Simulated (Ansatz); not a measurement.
Start from `[SiH3][SiH2][GeH2][SiH2][GeH3]` and change one atom or group to get `[SiH3][GeH2][SiH2][GeH2][SiH2][GeH3]`.

Ansatz, PBE0-D4/def2-TZVP geometries, multiplicity 1. Each molecule was computed in one conformer, which needn't be the lowest.

Scalar relativity is left out up to krypton.

```
                                      property  `[SiH3][SiH2][GeH2][SiH2][GeH3]`
            LUMO energy (PBE0/def2-TZVPP) / eV                             -0.33
         LUMO energy (ωB97M-V/def2-TZVPP) / eV                              1.32
         HOMO energy (ωB97M-V/def2-TZVPP) / eV                             -9.72
       HOMO–LUMO gap (ωB97M-V/def2-TZVPP) / eV                             11.04
size of the dipole moment (PBE/def2-TZVPP) / D                              0.11
         HOMO–LUMO gap (B3LYP/def2-TZVPP) / eV                              7.05
```

**Question.** What does the change do to each property? (Best estimate.)

**Answer.** Ansatz gave: 
```csv
property,`[SiH3][GeH2][SiH2][GeH2][SiH2][GeH3]`,shift
LUMO energy (PBE0/def2-TZVPP) / eV,-0.46,-0.13
LUMO energy (ωB97M-V/def2-TZVPP) / eV,1.23,-0.09
HOMO energy (ωB97M-V/def2-TZVPP) / eV,-9.67,0.05
HOMO–LUMO gap (ωB97M-V/def2-TZVPP) / eV,10.89,-0.15
size of the dipole moment (PBE/def2-TZVPP) / D,0.08,-0.03
HOMO–LUMO gap (B3LYP/def2-TZVPP) / eV,6.94,-0.11
```

With PBE0 the HOMO rises by 0.05 eV and the LUMO falls by 0.13 eV, so the gap narrows by about 0.18 eV. PBE moves the HOMO by 0.03 eV and ωB97M-V by 0.05 eV. Dipoles are sizes alone; their direction can turn.

B3LYP here is the variant with VWN-RPA as its local correlation; programs differ in this.
